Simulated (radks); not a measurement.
Values are calculated unless marked as measured or tabulated.
Effect of the nuclear size on the fluorine ion F3+, [He] 2s2 2p2. Level of theory: Dirac Kohn-Sham, PBE, spin-unpolarised, spherical densities, finite nucleus; open shells fill j = l - 1/2 first; Fermi nuclear charge, rms radius 2.8976 fm (a radial shooting solver on a logarithmic mesh with Libxc functionals). The rms radius is varied about that value; shifts are against it.

rms radius (fm),total energy shift (eV),density at nucleus (e/bohr^3),1s1/2 shift (meV)
2.3586,-0.000246,474,-0.096
2.6948,-0.0000983,473.6,-0.038
2.8976,0,473.4,0.000
3.1439,0.000129,473.1,0.050
3.283,0.000206,473,0.081

Slopes of the eigenvalues against <r^2> in GHz/fm^2, as finite differences over the two radii next to the reference (eigenvalue slopes, not the field-shift constants of lines): 1s1/2 8.20.
